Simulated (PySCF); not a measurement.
C4H12O2Si, singlet, at a GFN2-xTB geometry, atoms displaced at random by about 0.03 Å a coordinate; DF-TPSS/STO-3G, gradient run with PySCF.

Here is a job for PySCF.
```python
from pyscf import gto, scf, dft

mol = gto.M(
    atom='''
Si    1.05517340   -0.74069400    0.05680211
O     1.54650754    0.77925660    0.24675834
C     2.88287892    1.25798597    0.29866112
O    -0.54695161   -0.77131778    0.21071996
C    -1.62874715   -0.16508318   -0.53118734
C    -2.81943557   -0.98531599   -0.31335199
C    -1.71883284    1.25877853   -0.08862470
H     1.39749674   -1.57467406    1.17223462
H     1.54165121   -1.17495540   -1.20908104
H     3.39839350    0.83104702    1.12791735
H     3.43658488    0.99134662   -0.68440376
H     2.85322929    2.29480446    0.42369823
H    -1.33979241   -0.27508467   -1.62192679
H    -3.67793077   -0.61047488   -0.89859824
H    -3.14179172   -0.98174763    0.79409978
H    -2.75119247   -1.99990766   -0.60401170
H    -2.52412215    1.68761629   -0.67641399
H    -0.74204129    1.79463075   -0.21238079
H    -2.04246255    1.33059071    0.98457392
''',
    basis='sto-3g',
    verbose=4,
)

mf = dft.RKS(mol)
mf.xc = 'tpss'
mf = mf.density_fit(auxbasis='def2-universal-jkfit')
mf.kernel()
g = mf.nuc_grad_method()
g.auxbasis_response = False
grad = g.kernel()
```

The log (banner, timings and long lists left out):

```
PySCF version 2.14.0

[INPUT] verbose = 4
[INPUT] num. atoms = 19
[INPUT] num. electrons = 66
[INPUT] charge = 0
[INPUT] spin (= nelec alpha-beta = 2S) = 0
[INPUT] symmetry False subgroup None
[INPUT] Mole.unit = angstrom
[INPUT] Symbol           X                Y                Z      unit          X                Y                Z       unit  Magmom
[INPUT]  1 Si     1.055173400000  -0.740694000000   0.056802110000 AA    1.993988739926  -1.399708802109   0.107340431197 Bohr   0.0
[INPUT]  2 O      1.546507540000   0.779256600000   0.246758340000 AA    2.922475700175   1.472581554760   0.466305681552 Bohr   0.0
[INPUT]  3 C      2.882878920000   1.257985970000   0.298661120000 AA    5.447851609082   2.377248951845   0.564387720856 Bohr   0.0
[INPUT]  4 O     -0.546951610000  -0.771317780000   0.210719960000 AA   -1.033588746290  -1.457579359208   0.398203013379 Bohr   0.0
[INPUT]  5 C     -1.628747150000  -0.165083180000  -0.531187340000 AA   -3.077886039666  -0.311961997972  -1.003798593436 Bohr   0.0
[INPUT]  6 C     -2.819435570000  -0.985315990000  -0.313351990000 AA   -5.327961053157  -1.861977367255  -0.592149441687 Bohr   0.0
[INPUT]  7 C     -1.718832840000   1.258778530000  -0.088624700000 AA   -3.248123321508   2.378746673183  -0.167476410872 Bohr   0.0
[INPUT]  8 H      1.397496740000  -1.574674060000   1.172234620000 AA    2.640886098573  -2.975702708857   2.215202385534 Bohr   0.0
[INPUT]  9 H      1.541651210000  -1.174955400000  -1.209081040000 AA    2.913298566504  -2.220343914579  -2.284832028004 Bohr   0.0
[INPUT] 10 H      3.398393500000   0.831047020000   1.127917350000 AA    6.422032978502   1.570451264436   2.131454882645 Bohr   0.0
[INPUT] 11 H      3.436584880000   0.991346620000  -0.684403760000 AA    6.494204227021   1.873373606313  -1.293335665023 Bohr   0.0
[INPUT] 12 H      2.853229290000   2.294804460000   0.423698230000 AA    5.391821928687   4.336551938830   0.800673614163 Bohr   0.0
[INPUT] 13 H     -1.339792410000  -0.275084670000  -1.621926790000 AA   -2.531840718671  -0.519834687366  -3.064997427195 Bohr   0.0
[INPUT] 14 H     -3.677930770000  -0.610474880000  -0.898598240000 AA   -6.950281860411  -1.153630329127  -1.698104569616 Bohr   0.0
[INPUT] 15 H     -3.141791720000  -0.981747630000   0.794099780000 AA   -5.937125891226  -1.855234144141   1.500631099777 Bohr   0.0
[INPUT] 16 H     -2.751192470000  -1.999907660000  -0.604011700000 AA   -5.199000284266  -3.779277751820  -1.141416689033 Bohr   0.0
[INPUT] 17 H     -2.524122150000   1.687616290000  -0.676413990000 AA   -4.769899568448   3.189132591455  -1.278237187924 Bohr   0.0
[INPUT] 18 H     -0.742041290000   1.794630750000  -0.212380790000 AA   -1.402254811219   3.391360612223  -0.401341527219 Bohr   0.0
[INPUT] 19 H     -2.042462550000   1.330590710000   0.984573920000 AA   -3.859694839181   2.514452025791   1.860575058189 Bohr   0.0

nuclear repulsion = 409.864242346734
number of shells = 35
number of NR pGTOs = 153
number of NR cGTOs = 51
basis = sto-3g
ecp = {}

******** <class 'pyscf.df.df_jk.DFRKS'> ********
method = DFRKS
initial guess = minao
damping factor = 0
level_shift factor = 0
DIIS = <class 'pyscf.scf.diis.CDIIS'>
diis_start_cycle = 1
diis_space = 8
diis_damp = 0
SCF conv_tol = 1e-09
SCF conv_tol_grad = None
SCF max_cycles = 50
direct_scf = False
XC library pyscf.dft.libxc version 7.1.2
    S. Lehtola, C. Steigemann, M. J. T. Oliveira, and M. A. L. Marques,  SoftwareX 7, 1–5 (2018)
XC functionals = tpss
    J. Tao, J. P. Perdew, V. N. Staroverov, and G. E. Scuseria,  Phys. Rev. Lett. 91, 146401 (2003)
    J. P. Perdew, J. Tao, V. N. Staroverov, and G. E. Scuseria,  J. Chem. Phys. 120, 6898 (2004)
    J. Tao, J. P. Perdew, V. N. Staroverov, and G. E. Scuseria,  Phys. Rev. Lett. 91, 146401 (2003)
    J. P. Perdew, J. Tao, V. N. Staroverov, and G. E. Scuseria,  J. Chem. Phys. 120, 6898 (2004)
radial grids:
    Treutler-Ahlrichs [JCP 102, 346 (1995); DOI:10.1063/1.469408] (M4) radial grids

becke partition: Becke, JCP 88, 2547 (1988); DOI:10.1063/1.454033
pruning grids: <function nwchem_prune>
grids dens level: 3
symmetrized grids: False
atomic radii adjust function: <function treutler_atomic_radii_adjust>
small_rho_cutoff = 0
Set gradient conv threshold to 3.16228e-05
Initial guess from minao.
tot grids = 221512
init E= -592.836352747489
  HOMO = -0.34163310959552  LUMO = 0.0523859759953091  gap/eV = 10.72181
cycle= 1 E= -592.129072831687  delta_E= 0.707  |g|= 0.798  |ddm|= 5.18
  HOMO = 0.127987353445367  LUMO = 0.287571066315749  gap/eV = 4.34249
cycle= 2 E= -591.703464935676  delta_E= 0.426  |g|= 1.49  |ddm|= 3.35
  HOMO = -0.0593775254389896  LUMO = 0.212635630714406  gap/eV = 7.40185
cycle= 3 E= -592.347908154135  delta_E= -0.644  |g|= 0.0981  |ddm|= 2.28
  HOMO = -0.0666253931662084  LUMO = 0.220239313532369  gap/eV = 7.80599
cycle= 4 E= -592.349466195449  delta_E= -0.00156  |g|= 0.0736  |ddm|= 0.264
  HOMO = -0.0764832160888713  LUMO = 0.215128319643973  gap/eV = 7.93515
cycle= 5 E= -592.351142623998  delta_E= -0.00168  |g|= 0.0144  |ddm|= 0.126
  HOMO = -0.0779819149074383  LUMO = 0.214625533168706  gap/eV = 7.96225
cycle= 6 E= -592.351209248339  delta_E= -6.66e-05  |g|= 0.00236  |ddm|= 0.0235
  HOMO = -0.0779750690801397  LUMO = 0.214678337020813  gap/eV = 7.96350
cycle= 7 E= -592.351211083504  delta_E= -1.84e-06  |g|= 0.00036  |ddm|= 0.00391
  HOMO = -0.0779529648614645  LUMO = 0.214706293674887  gap/eV = 7.96366
cycle= 8 E= -592.351211127999  delta_E= -4.45e-08  |g|= 7.27e-05  |ddm|= 0.000643
  HOMO = -0.0779676747159085  LUMO = 0.214700105446808  gap/eV = 7.96390
cycle= 9 E= -592.351211129771  delta_E= -1.77e-09  |g|= 2.02e-05  |ddm|= 0.000126
  HOMO = -0.0779705708624879  LUMO = 0.214696661072364  gap/eV = 7.96388
cycle= 10 E= -592.35121112991  delta_E= -1.39e-10  |g|= 3.89e-06  |ddm|= 3.58e-05
  HOMO = -0.0779694229257466  LUMO = 0.214697982082421  gap/eV = 7.96389
Extra cycle  E= -592.351211129907  delta_E= 3.64e-12  |g|= 4.09e-06  |ddm|= 1.24e-05
converged SCF energy = -592.351211129907

******** <class 'pyscf.df.grad.rks.Gradients'> for <class 'pyscf.df.df_jk.DFRKS'> ********
unit = Eh/Bohr
grid_response = False
--------------- DFRKS gradients ---------------
         x                y                z
0 Si    -0.0138453215     0.0306814819     0.0072201810
1 O     0.0197414066    -0.0691571969    -0.0111915416
2 C     0.0040703982     0.0621466005     0.0600283654
3 O     0.0381690675     0.0302879349    -0.0393744599
4 C    -0.0955428838     0.0194559065     0.0392169434
5 C     0.0903836221    -0.0004066795    -0.0545219383
6 C     0.0104433337    -0.0414886284    -0.0212092271
7 H    -0.0100526251     0.0111953849    -0.0040311594
8 H    -0.0081589626     0.0137644754     0.0168223526
9 H    -0.0308065391     0.0159061487    -0.0312379440
10 H     0.0020864686    -0.0103570175    -0.0232011251
11 H    -0.0014146597    -0.0619673267    -0.0037504509
12 H     0.0098797079    -0.0149911214    -0.0000460869
13 H     0.0019795330    -0.0075707147    -0.0013697920
14 H    -0.0095901366    -0.0013692599     0.0305244998
15 H    -0.0165799048     0.0391978510     0.0106546348
16 H     0.0068273697    -0.0221093939     0.0091708364
17 H     0.0128469589     0.0038561760     0.0018529268
18 H    -0.0076089103     0.0035571024     0.0112905078
----------------------------------------------
```
